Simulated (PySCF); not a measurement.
Ga(F)(Cl)(OH) (ClFGaHO), SMILES [Ga]([F])([OH])[Cl].

Geometry optimised at ωB97X-D3(BJ)/def2-SVP. Other conformers were not sampled.

Level of theory: PySCF with ωB97X-D3(BJ)/def2-SVP.

Frequencies are harmonic and unscaled.

Computed normal modes with their intensities:
```json
[
 {"mode": "1", "ν (cm⁻¹)": "151", "IR (km/mol)": "4.9", "moving atoms (share of kinetic energy)": "Cl 29 %, O 29 %, Ga 21 %, F 18 %"},
 {"mode": "2", "ν (cm⁻¹)": "183", "IR (km/mol)": "24.7", "moving atoms (share of kinetic energy)": "Ga 47 %, O 20 %, F 20 %, Cl 9 %"},
 {"mode": "3", "ν (cm⁻¹)": "185", "IR (km/mol)": "40.7", "moving atoms (share of kinetic energy)": "F 48 %, O 28 %, Ga 11 %"},
 {"mode": "4", "ν (cm⁻¹)": "353", "IR (km/mol)": "133.3", "moving atoms (share of kinetic energy)": "H 90 %, O 9 %"},
 {"mode": "5", "ν (cm⁻¹)": "454", "IR (km/mol)": "36.6", "moving atoms (share of kinetic energy)": "Cl 69 %, Ga 24 %"},
 {"mode": "6", "ν (cm⁻¹)": "714", "IR (km/mol)": "57.7", "moving atoms (share of kinetic energy)": "F 61 %, O 23 %, Ga 15 %"},
 {"mode": "7", "ν (cm⁻¹)": "766", "IR (km/mol)": "117.4", "moving atoms (share of kinetic energy)": "O 56 %, Ga 25 %, F 17 %"},
 {"mode": "8", "ν (cm⁻¹)": "831", "IR (km/mol)": "72.2", "moving atoms (share of kinetic energy)": "H 90 %"},
 {"mode": "9", "ν (cm⁻¹)": "3904", "IR (km/mol)": "102.8", "moving atoms (share of kinetic energy)": "H 94 %"}
]
```
